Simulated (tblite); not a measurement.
Compound: C6H6F2O2 (charge +1 and doublet state).
Numbering: `[CH+:1]=[C:2][C@@H:3]1[CH2:4][O:5][C@H:6]([F:7])[O:8][C@@H:9]1[F:10]` (hydrogens: H11 on C1; H12 on C3; H13, H14 on C4; H15 on C6; H16 on C9)

The geometry is computed with GFN2-xTB (gas phase). This method treats the open shell by occupation alone, without spin polarisation.

Question: List the bond lengths, angles and torsions at this level.

Answer: 
```tsv
bond	length (pm)
C1=C2	121.1
C2–C3	141.9
C3–C4	157.3
C4–O5	138.8
O5–C6	137.2
C6–F7	134.3
C6–O8	140.5
O8–C9	135.4
C9–F10	134.8
C3–C9	159.4
C1–H11	105.7
C3–H12	109.6
C4–H13	109.8
C4–H14	109.7
C6–H15	109.7
C9–H16	110.4
```

A selection of angles:
```tsv
angle	degrees
C1–C2–C3	178.8
C2–C3–C4	113.2
C2–C3–C9	112.6
C4–C3–C9	100.9
C3–C4–O5	108.8
C4–O5–C6	113.9
O5–C6–F7	111.1
O5–C6–O8	107.3
F7–C6–O8	110.3
C6–O8–C9	117.2
O8–C9–F10	113.1
C3–C9–O8	111.4
C3–C9–F10	108.2
```

Dihedral angles: C2–C3–C4–O5 -178° (antiperiplanar); C3–C4–O5–C6 68° (synclinal); C4–O5–C6–F7 59° (synclinal); O5–C6–O8–C9 57° (synclinal); C6–O8–C9–F10 65° (synclinal); C2–C3–C9–O8 174° (antiperiplanar).

O5 (oxygen bonded to 2 C) is bent (angle 113.9°). O8 (oxygen bonded to 2 C) is bent (angle 117.2°). The 6-membered ring C3–C4–O5–C6–O8–C9 has internal angles of 100.9° to 117.2° (sum 660°, against 720° for a flat polygon); it is puckered, 0.24 Å rms from its mean plane, widest ring torsion 68°. The C–C distances run from 1.211 Å (C1=C2, drawn double in a drawing that doesn't fit all lengths) to 1.594 Å (C3–C9, drawn single in a drawing that doesn't fit all lengths), a spread of 0.383 Å. Of the pairs four or more bonds apart, F7···F10 is among the closest relative to their van der Waals radii: 2.66 Å, 90 % of the sum of Bondi's values. The C–O distances run from 1.354 Å (O8–C9, drawn single in a drawing that doesn't fit all lengths) to 1.405 Å (C6–O8, drawn single in a drawing that doesn't fit all lengths), a spread of 0.051 Å.

Point group: C1 (no symmetry element, even within 0.4 Å). Its GFN2-xTB frequencies are all real (lowest 80 cm⁻¹).

Hardware: one thread, Arm Neoverse V1 (aarch64), shared host with 32 logical CPUs at a one-minute load of 20. Cost: 0.22 s wall. That covers the optimisation of the geometry.

One conformer stands for the species.
